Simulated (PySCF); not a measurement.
Does the answer move with the share of exact exchange?

C4H8OSi.
SMILES with atom numbers: `[CH3:1][O:2][C@H:3]1[CH:4]=[C:5]1[SiH3:6]` (hydrogens: H7, H8, H9 on C1; H10 on C3; H11 on C4; H12, H13, H14 on Si6)

Torsions of this conformer, `[CH3:1][O:2][C@H:3]1[CH:4]=[C:5]1[SiH3:6]`: C1–O2–C3–C4 -148°.

PySCF, def2-SVPD basis, density fitting, gas phase, PBE0-D3(BJ)/def2-SVP geometry; singlet excitations by full TDDFT with frozen cores, triplets by Tamm–Dancoff TDDFT and ionisation energies by ΔSCF, from the lowest of the holes tried. One functional is left out:

```
functional  exact exchange (%)  HOMO energy (eV)  LUMO energy (eV)  lowest singlet excitation (eV)  lowest triplet excitation (eV)  dipole moment (D)  mean polarisability (au)  vertical ionisation energy (eV)
       LDA                   0             -5.96             -1.98                            4.04                            3.91              0.892                      84.6                             9.07
       PBE                   0             -5.84             -1.76                            4.13                            3.94              0.820                      83.1                             8.92
      PBE0                  25             -7.28             -0.76                            5.01                            4.14              0.901                      79.5                             9.24
 BHandHLYP                  50             -8.62              0.36                            5.59                            4.10              0.990                      77.1                             9.39
```

Predict the row of B3LYP (20 % exact exchange) by straight lines through the other rows, and check it.

| property | line | computed | computed − line | PBE0 (25 %), for comparison |
| --- | --- | --- | --- | --- |
| HOMO energy (eV) | -6.99 | -7.05 | -0.06 | -7.28 |
| LUMO energy (eV) | -0.98 | -0.96 | +0.02 | -0.76 |
| lowest singlet excitation (eV) | 4.73 | 4.90 | +0.17 | 5.01 |
| lowest triplet excitation (eV) | 4.03 | 4.20 | +0.17 | 4.14 |
| dipole moment (D) | 0.904 | 0.914 | +0.010 | 0.901 |
| mean polarisability (au) | 80.9 | 80.2 | -0.7 | 79.5 |
| vertical ionisation energy (eV) | 9.17 | 9.24 | +0.07 | 9.24 |

Which of these properties follows the share of exact exchange most closely, and which least?

Most closely the HOMO energy, least the lowest triplet excitation; the correlations over the tabulated rows are HOMO energy -0.999, LUMO energy 0.996, lowest singlet excitation 0.992, mean polarisability -0.974, vertical ionisation energy 0.947, dipole moment 0.893, lowest triplet excitation 0.829. The HOMO energy moves by -0.545 eV for every 10 %. Functionals with the same share still differ in their other parts: at 0 % LDA and PBE differ by 0.12 eV in it.
